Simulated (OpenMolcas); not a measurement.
**V2+: the spin-orbit constant, Racah parameters, worked from levels**

```yaml
Program: OpenMolcas 26.06
Basis: ANO-R2 [6s4p4d2f1g]
Scalar_Hamiltonian: X2C, finite nucleus
Active_space: 3 electrons in 5 orbitals (3d)
State_averaging: 2S+1 = 4 even, 10 roots; 2S+1 = 2 even, 40 roots
Spin-orbit_coupling: state interaction with AMFI integrals over the reference wave functions, term energies averaged over their components
```

Methods: CASSCF; MS-CASPT2, IPEA 0.25 Eh, imaginary shift 0.1 Eh (closed shells correlated: 3s 3p). Measured levels: Sugar and Corliss, J. Phys. Chem. Ref. Data 7, 1191 (1978).

**The spin-orbit constant.** For the Hund term ⁴F of d3, E(J) = (A/2) J(J+1) + constant and ζ = 2S·A = 3A. From J = 3/2 to J = 9/2 the energy changes by 10.5 A.

```csv
Source,E(9/2) - E(3/2),A,ζ
CASSCF,619.0,59.0,177
MS-CASPT2,619.6,59.0,177
measured,583.8,55.6,167
```

All in cm-1. MS-CASPT2 is off by +6.1 % and CASSCF by +6.0 %. Both methods take the spin-orbit matrix elements from the reference wave functions, so the second can move ζ only through the term energies and any multistate remixing. Second-order mixing with other terms is absorbed into this ζ.

**Racah parameters.** Above ⁴F, d3 has ⁴P at 15B, ²G at 4B + 3C and ²H at 9B + 3C. The first two fix B and C, and the third tests them; where it misses by thousands of cm-1, two parameters do not describe the configuration (Trees and configuration-interaction terms are left out) and B and C hang on the terms chosen. Term energies are centres of gravity, weighted by 2J + 1.

| Source | ⁴P | ²G | B | C | C/B | ²H from B, C | ²H found |
| --- | --- | --- | --- | --- | --- | --- | --- |
| CASSCF | 14632 | 14747 | 975 | 3615 | 3.71 | 19620 | 19538 |
| MS-CASPT2 | 11840 | 11532 | 789 | 2792 | 3.54 | 15477 | 16787 |
| measured | 11330 | 11752 | 755 | 2910 | 3.85 | 15525 | 16565 |

Energies in cm-1. From CASSCF to MS-CASPT2, B changes by -19.1 % and C by -22.8 %. Against the measured terms, MS-CASPT2 has B off by +4.5 % and C by -4.1 %.

CASPT2 breaks the degeneracy within a term, and the mean is taken; among the terms shown or strongly mixed into the levels shown the widest spread is 1100 cm-1 (3d³ ⁴F, MS-CASPT2). Without dynamic correlation excited terms often stand tens of per cent too high (terms of higher spin than the ground term too low), and those without a measured partner can miss by more than the paired ones (holds for CASSCF). Measured partners are found by configuration, term and J. A level has none where our copy of the source lacks it or the pairing is in doubt (some pairs that miss far off the trend of their configuration count as doubtful), and it then counts in no deviation. Only configurations of the active space appear.
